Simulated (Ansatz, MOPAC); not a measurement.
Species: SiHCl (charge 0, singlet). SMILES: [SiH]Cl
Structure (B3LYP-D3(BJ)/def2-TZVP (Ansatz, a first-principles code) minimum search):
```
Si
H 1 1.5263
Cl 1 2.0943 2 94.91
```

Quantity: size of the dipole moment, in D. Set-up: 6-31G* and kin with 6d, 5d where marked; no spin-orbit coupling; no dispersion term unless named; non-relativistic. First-principles rows: single points at B3LYP-D3(BJ) geometries (Ansatz). Semi-empirical rows: dipoles at the shared geometry.

```
level         program  size of the dipole moment (D)
------------  -------  -----------------------------
AM1             MOPAC                           1.15
SVWN5/6-31G*   Ansatz                           1.18
PBE/6-31G*     Ansatz                           1.16
PBE/def2-SVP   Ansatz                           0.80
BLYP/6-31G*    Ansatz                           1.17
B3LYP/6-31G    Ansatz                           1.81
B3LYP/6-31G*   Ansatz                           1.36
```

No value to compare with is used here. The 7 habitual levels span 0.80 (PBE/def2-SVP) to 1.81 D (B3LYP/6-31G).

The levels are drawn from those run, B3LYP/6-31G* more often than the rest, none by its result; left out are runs that failed, that the program found above a lower state of the same kind, or whose <S^2> lies over 0.5 above the pure value.
